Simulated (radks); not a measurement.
Values are calculated unless marked as measured or tabulated.
Ionisation of the tellurium ion Te+, [Kr] 4d10 5s2 5p3, to Te2+, [Kr] 4d10 5s2 5p2, under several functionals. Dirac Kohn-Sham, spin-unpolarised, spherical densities, finite nucleus; open shells fill j = l - 1/2 first; a radial shooting solver on a logarithmic mesh with Libxc functionals.

functional                                        E(Te+) (hartree)  Exc (hartree)  IE (eV)  -e(HOMO) (eV)  <r> HOMO (bohr)  IE error (eV)
LDA (Slater exchange, Perdew-Zunger correlation)       -6790.62772     -170.08830   17.687         13.457            2.512         -0.913
Wu-Cohen GGA                                           -6795.49469     -175.01913   17.511         13.298            2.509         -1.089
exchange-only B88                                      -6794.32049     -173.82551   16.540         12.351            2.550         -2.060
HCTH/407                                               -6800.52876     -180.26834   17.594         13.390            2.516         -1.006

NIST Atomic Spectra Database: 18.6 eV (measured). Closest: LDA (Slater exchange, Perdew-Zunger correlation). The Delta-SCF values span 1.15 eV, the total energies 9.90 hartree. The highest occupied level is 5p3/2. Spin polarisation and multiplet splitting are left out, so open shells lie too high by an amount that depends on their filling.

Beside tabulated values, note that spin-unpolarised runs miss the spin-polarisation part of the exchange energy of open shells.
